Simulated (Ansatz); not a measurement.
## Ligand exchange: how K changes with temperature for C2H4Cl2 + GeH2(CH3)I ⇌ CHCl2I + GeH2(CH3)2

Species: C2H4Cl2 (1,1-dichloroethane) `CC(Cl)Cl`, singlet; GeH2(CH3)I, singlet; CHCl2I (dichloroiodomethane) `ClC(Cl)I`, singlet; GeH2(CH3)2, singlet. The partners trade CH3 for I: C–CH3 and Ge–I bonds give way to C–I and Ge–CH3.

The electronic reaction energy at CCSD(T)/def2-TZVPP is +144.3 kJ/mol. Shapes: PBE0-D4/def2-TZVP. Programs: Ansatz 0.2.0. Enthalpy and entropy come from rigid-rotor, harmonic-oscillator sums on unscaled PBE0-D4/def2-TZVP wavenumbers, ideal gases at 1 bar. Symmetry numbers: C2H4Cl2 1, GeH2(CH3)I 1, CHCl2I 1, GeH2(CH3)2 2. R = 8.3145 J/(mol K).

| T (K) | ΔH (kJ/mol) | ΔS (J/(mol K)) |
| --- | --- | --- |
| 300 | +137.7 | +2.6 |
| 500 | +138.9 | +5.7 |
| 700 | ? | ? |

**Question.** Work out ln K at 300 and 500 K, and from these estimate it at 700 K.

**Answer.** 
1. 300 K: ΔG = +137.7 − 300 × (+2.6)/1000 = +136.9 kJ/mol; ln K = −ΔG/RT = -54.88.
2. 500 K: ΔG = +138.9 − 500 × (+5.7)/1000 = +136.1 kJ/mol; ln K = −ΔG/RT = -32.74.
3. Slope against 1000/T: (-32.74 − (-54.88))/(2.0000 − 3.3333) = -16.60, that is −ΔH/R with ΔH near +138 kJ/mol.
4. 700 K: ln K = -54.88 + (-16.60) × (1.4286 − 3.3333) = -23.26.

The full sums give ΔH = +139.9 kJ/mol, ΔS = +7.5 J/(mol K), ΔG = +134.7 kJ/mol and ln K = -23.14 at 700 K, so the line is off by -0.12 in ln K; without rounding the miss is -0.08, from the change of ΔH with temperature. The reactants are favoured over this whole range. An error of 10 kJ/mol in the energy moves ln K by 1.7 at 700 K. Soft modes are treated as harmonic, which can err either way at these temperatures; the lowest are those of GeH2(CH3)I (138 cm⁻¹), CHCl2I (187 cm⁻¹), GeH2(CH3)2 (126 cm⁻¹). For atoms past krypton def2 sets carry core potentials with scalar relativity. Relativity is left out for Ge. Outer-core shells of Ge, I are correlated, in sets that cover them unevenly.
